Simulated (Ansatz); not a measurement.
A structure relaxed at PBE-D4/def2-SVP in Ansatz, charge 0, singlet:

```xyz
35

Bi    0.604    0.512    1.741
Bi    0.656   -1.429   -2.006
Bi   -2.264    1.046   -0.600
Bi    2.970    1.351   -1.338
Bi   -1.888   -2.468    0.919
Bi    3.266   -2.181    0.891
Bi    0.256    3.600    0.038
Bi   -0.176    1.899   -3.131
O    -0.888    0.072    3.408
O     1.875    2.150    0.340
O     1.525    1.869    3.116
O    -0.924    2.124    1.050
O    -1.114    3.081   -1.547
O     1.643    3.338   -2.033
O    -2.286   -0.356    1.354
O     1.942   -1.658    2.461
O    -0.520   -2.457    2.651
O    -2.243    0.996   -3.052
O    -2.732   -1.322   -1.083
O     1.729    0.611   -2.921
O    -0.230    0.498   -1.228
O     2.157   -3.656   -0.094
O     2.594   -0.599   -0.405
O    -0.124   -2.413   -0.211
O    -1.140   -1.476   -3.276
H    -0.857    0.772    4.088
H     2.178    2.306    2.531
H     1.964    4.078   -2.587
H    -1.921   -0.054    2.276
H     1.027   -2.151    2.478
H    -0.733   -1.682    3.247
H    -2.007    0.040   -3.276
H    -3.695   -1.433   -1.214
H     1.188   -3.360   -0.013
H    -1.833   -1.646   -2.575
```

(1) Give its formula.

(2) Summarise the bond lengths by kind (pairs closer than 1.2 times the sum of covalent radii, bridged metal pairs left out).

## Answers

(1) Bi₈O₁₇H₁₀.

(2) 34 × Bi–O 2.09 to 2.57 Å; 10 × H–O 0.98 to 1.04 Å.

In the def2 sets Bi takes a core potential; there is no spin–orbit coupling. Single mean-field runs in def2-SVP are fitted with def2-universal-jkfit.
